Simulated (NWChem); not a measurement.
System: C6H6; SMILES C=C1C=CC=C1

The following NWChem deck was run.

```
start job
memory heap 200 mb stack 900 mb global 1100 mb
geometry units angstroms
  C      0.000000     0.000000    -2.101512
  C      0.000000     0.000000    -0.756568
  C      0.000000    -1.177214     0.123897
  C      0.000000    -0.734815     1.403804
  C      0.000000     0.734815     1.403804
  C      0.000000     1.177214     0.123897
  H      0.000000     0.934417    -2.669585
  H      0.000000    -0.934417    -2.669585
  H      0.000000    -2.210457    -0.222741
  H      0.000000    -1.354228     2.301979
  H      0.000000     1.354228     2.301979
  H      0.000000     2.210457    -0.222741
end
basis spherical
  * library 3-21g
end
dft
  xc hfexch
  iterations 150
end
driver
  maxiter 120
end
task dft optimize
task dft freq
```

Parts of the log:

```
             Northwest Computational Chemistry Package (NWChem) 7.3.0
             --------------------------------------------------------

 C2V symmetry detected

                             Geometry "geometry" -> ""
                             -------------------------

 Output coordinates in angstroms (scale by  1.889725989 to convert to a.u.)

  No.       Tag          Charge          X              Y              Z
 ---- ---------------- ---------- -------------- -------------- --------------
    1 C                    6.0000     0.00000000     0.00000000    -2.10158910
    2 C                    6.0000     0.00000000     0.00000000    -0.75664510
    3 C                    6.0000     0.00000000    -1.17721400     0.12381990
    4 C                    6.0000     0.00000000    -0.73481500     1.40372690
    5 C                    6.0000     0.00000000     0.73481500     1.40372690
    6 C                    6.0000     0.00000000     1.17721400     0.12381990
    7 H                    1.0000     0.00000000     0.93441700    -2.66966210
    8 H                    1.0000     0.00000000    -0.93441700    -2.66966210
    9 H                    1.0000     0.00000000    -2.21045700    -0.22281810
   10 H                    1.0000     0.00000000    -1.35422800     2.30190190
   11 H                    1.0000     0.00000000     1.35422800     2.30190190
   12 H                    1.0000     0.00000000     2.21045700    -0.22281810

 Effective nuclear repulsion energy (a.u.)     200.6074778402

      Symmetry information
      --------------------

 Group name             C2v
 Group number             16
 Group order               4
 No. of unique centers     7

                                Z-matrix (autoz)
                                --------

 Units are Angstrom for bonds and degrees for angles

[...]

      ----------------------
      Optimization converged
      ----------------------

  Step       Energy      Delta E   Gmax     Grms     Xrms     Xmax
  ---- ---------------- -------- -------- -------- -------- --------
@    5    -229.35435083 -1.7D-07  0.00002  0.00001  0.00026  0.00069
                                     ok       ok       ok       ok

                                Z-matrix (autoz)
                                --------

 Units are Angstrom for bonds and degrees for angles

[...]

 Rotational Constants
 --------------------
 A=   0.273341 cm-1  (  0.393269 K)
 B=   0.128265 cm-1  (  0.184540 K)
 C=   0.087300 cm-1  (  0.125602 K)

 Temperature                      =   298.15K
 frequency scaling parameter      =   1.0000

 Zero-Point correction to Energy  =   66.505 kcal/mol  (  0.105983 au)
 Thermal correction to Energy     =   69.366 kcal/mol  (  0.110542 au)
 Thermal correction to Enthalpy   =   69.959 kcal/mol  (  0.111486 au)

 Total Entropy                    =   68.621 cal/mol-K
   - Translational                =   38.962 cal/mol-K (mol. weight =  78.0469)
   - Rotational                   =   24.381 cal/mol-K (symmetry #  =        2)
   - Vibrational                  =    5.278 cal/mol-K

 Cv (constant volume heat capacity) =   16.878 cal/mol-K
   - Translational                  =    2.979 cal/mol-K
   - Rotational                     =    2.979 cal/mol-K
   - Vibrational                    =   10.919 cal/mol-K

[normal modes left out]

 ----------------------------------------------------------------------------
 Normal Eigenvalue ||           Projected Infra Red Intensities
  Mode   [cm**-1]  || [atomic units] [(debye/angs)**2] [(KM/mol)] [arbitrary]
 ------ ---------- || -------------- ----------------- ---------- -----------
    1       -0.000 ||    0.000016           0.000         0.015       0.015
    2       -0.000 ||    0.000009           0.000         0.009       0.008
    3        0.000 ||    0.000040           0.001         0.039       0.038
    4        0.000 ||    0.000060           0.001         0.058       0.057
    5        0.000 ||    0.000003           0.000         0.003       0.003
    6        0.000 ||    0.000066           0.002         0.065       0.064
    7      226.250 ||    0.005992           0.138         5.841       5.768
    8      381.786 ||    0.000792           0.018         0.772       0.762
    9      560.766 ||    0.000000           0.000         0.000       0.000
   10      687.688 ||    0.049412           1.140        48.169      47.564
   11      733.946 ||    0.000496           0.011         0.483       0.477
   12      793.160 ||    0.000000           0.000         0.000       0.000
   13      887.038 ||    0.001898           0.044         1.850       1.827
   14      900.207 ||    0.087688           2.023        85.482      84.409
   15      903.558 ||    0.000000           0.000         0.000       0.000
   16      949.142 ||    0.017845           0.412        17.396      17.177
   17     1007.080 ||    0.005972           0.138         5.822       5.749
   18     1049.254 ||    0.002532           0.058         2.469       2.438
   19     1107.163 ||    0.004262           0.098         4.155       4.102
   20     1123.732 ||    0.000000           0.000         0.000       0.000
   21     1138.285 ||    0.064284           1.483        62.667      61.881
   22     1228.705 ||    0.007258           0.167         7.075       6.986
   23     1231.810 ||    0.002221           0.051         2.165       2.138
   24     1374.604 ||    0.000015           0.000         0.015       0.015
   25     1458.131 ||    0.000003           0.000         0.003       0.003
   26     1497.678 ||    0.025346           0.585        24.708      24.398
   27     1610.144 ||    0.001156           0.027         1.127       1.113
   28     1679.772 ||    0.039864           0.920        38.862      38.374
   29     1766.402 ||    0.000177           0.004         0.172       0.170
   30     1866.530 ||    0.011037           0.255        10.760      10.625
   31     3320.253 ||    0.008745           0.202         8.525       8.418
   32     3397.222 ||    0.007772           0.179         7.576       7.481
   33     3398.097 ||    0.000052           0.001         0.050       0.050
   34     3405.570 ||    0.001659           0.038         1.617       1.597
   35     3423.852 ||    0.017107           0.395        16.677      16.468
   36     3435.387 ||    0.010206           0.235         9.949       9.825
 ----------------------------------------------------------------------------
```

Level: Hartree-Fock/3-21G.
